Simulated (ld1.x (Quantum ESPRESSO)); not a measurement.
# What one change does to a pseudopotential (tantalum (Ta), TM)

tantalum, norm-conserving Troullier–Martins (Kleinman–Bylander form), made with ld1.x (Quantum ESPRESSO) 7.5 (LDA (PZ), scalar-relativistic). Core [Xe] 4f14, reference 5d3 6s0.5 6p0 (charge +1.5). Waves: 6s (bound): rc 2.35 bohr; 6p (bound, empty): rc 3.20 bohr; 5d (bound): rc 2.85 bohr. Local part: the d channel. Core correction: Bessel-smoothed model core inside 2.00 bohr.

All-electron outer shells of the reference configuration (LDA (PZ), scalar-relativistic, ld1.x):

```tsv
shell	level (eV)	outermost node (bohr)	outermost maximum (bohr)
4f	-36.31	–	0.44
6s	-15.30	1.32	2.61
5d	-14.60	0.65	1.56
6p	-9.70	1.57	3.31
```

Change: all radii but the core radius scaled by about 1.24 (s 2.92, p 3.98, d 3.54 bohr).

Cutoffs: the cutoffs (Ry, on a coarse ladder) from which the occupation-weighted sum of valence levels, in a spherical-Bessel basis at the reference potential, stays within 10 and 1 mRy of its value at 400 Ry; they do not see the model core or the augmentation charge, which bear on the density cutoff. Errors are all-electron minus pseudo energies relative to the spin-unpolarised reference configuration.

How do hardness, ghosts and transferability respond?

The potential gets softer (21 Ry and 30 Ry → 18 Ry and 21 Ry); the bound ghosts move from p, s to s; the number of tests that count goes from 8 to 9; of the 8 tests that both files solve, the error grows in 5 and shrinks in 2 by more than 15 % and 0.3 meV (median size 31.8 → 52.9 meV). A larger radius leaves more room for a smooth pseudo-wave, so fewer plane waves are needed.

```csv
quantity,base,changed
"cutoff, loose",21 Ry,18 Ry
"cutoff, tight",30 Ry,21 Ry
loose cutoff by channel (10 mRy a level),"s 10 Ry, d 18 Ry","s 10 Ry, d 15 Ry"
bound ghosts,"s, p",s
"tests counted (converged, no solver errors)",8 of 9,9 of 9
"error for 5d3 6s2 6p0, meV [ΔE -15.50 eV]",-8.4,-28
"error for 5d3 6s1 6p0, meV [ΔE -6.80 eV]",-0.1,-3.0
"error for 5d3 6s0 6p0, meV [ΔE 8.51 eV]",-6.0,-9.4
"error for 5d3 6s0 6p1, meV [ΔE -1.61 eV]",-1.9,-2.0
"error for 5d1 6s0 6p0, meV [ΔE 67.80 eV]",-643,-256
"error for 5d2 6s0 6p0, meV [ΔE 32.44 eV]",-145,-101
"error for 5d3 6s0.5 6p0 (spin-polarised), meV [ΔE -1.65 eV]",+92,+157
"error for 5d3 6s2 6p0 (spin-polarised), meV [ΔE -16.54 eV]",+55,+78
```

Base: Tests not counted: 5d3 6s0 6p2 (solver errors, printed error +496 meV). These tests converged, but a pseudo level misses the all-electron one widely, so the file describes the atom poorly there or has found another state: 5d2 6s0 6p0: empty 6p by 4.4 eV. A true bound ghost makes a file unfit for plane-wave use even where its test errors are small: the radial tests pick states by their node count and pass the ghost by.
